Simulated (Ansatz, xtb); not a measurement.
Breaking the Bi1–Cl2 bond in BiCl3 (SMILES [Cl][Bi]([Cl])[Cl]) (multiplicity 1 held, fragments rigid). Energies count from the point at 2.450 Å.
Geometry at that point (charge 0, multiplicity 1):
```xyz
4

Bi     0.0003     0.0008     0.4520
Cl    -1.8686    -1.0523    -0.7324
Cl     0.0232     2.1421    -0.7392
Cl     1.8437    -1.0935    -0.7352
```

Restricted levels (R-, RO-) in cc, def2 and unpolarised 6-31G sets keep to the state of the molecule at rest. U- levels take the lowest unrestricted solution at each point, which mixes spins at long bonds. Levels need not reach the same state.

The values were computed with Ansatz (Gaussian basis) for Hartree–Fock, density functionals and correlated methods; xtb for the GFN methods. Each number belongs to the level named beside it. In def2 rows elements past Kr take small-core potentials, without spin–orbit coupling. The GFN methods have no spin term and hold the electronic entropy of 300 K.

Energies in kcal/mol.

```csv
R (Å),GFN2-xTB,R-PBE/def2-TZVPP,R-r2SCAN/def2-TZVPP,U-r2SCAN/def2-TZVPP,R-B3LYP/def2-TZVPP,R-wB97X-V/def2-TZVPP
1.960,59.5,68.1,65.5,65.5,69.2,62.2
2.205,10.7,11.6,10.2,10.2,11.8,8.5
2.450,0.0,0.0,0.0,0.0,0.0,0.0
2.695,4.0,?,6.9,6.9,5.6,8.7
2.941,14.7,16.5,19.2,19.2,17.0,22.9
3.308,33.3,?,38.1,38.1,35.2,45.1
3.676,48.0,48.4,53.7,53.2,50.5,64.2
4.288,60.4,64.2,70.8,65.6,67.9,87.8
4.901,63.8,72.7,79.9,70.7,77.8,103.1
5.636,65.3,77.8,85.2,73.2,84.2,114.5
6.616,66.5,80.8,88.2,74.3,88.3,123.2
7.841,67.3,?,89.8,74.9,90.8,129.3
```

### Question
Some entries are withheld; supply them.

### Answer

- 3.308, R-PBE/def2-TZVPP: 34.0
- 2.695, R-PBE/def2-TZVPP: 5.5
- 7.841, R-PBE/def2-TZVPP: 82.3

Doubts at one or more of the structures used: a restricted determinant that unrestricted orbitals would lower (R-PBE/def2-TZVPP, R-r2SCAN/def2-TZVPP, R-B3LYP/def2-TZVPP, R-wB97X-V/def2-TZVPP); a spin-contaminated determinant (U-r2SCAN/def2-TZVPP).

Ansatz is an electronic-structure program.
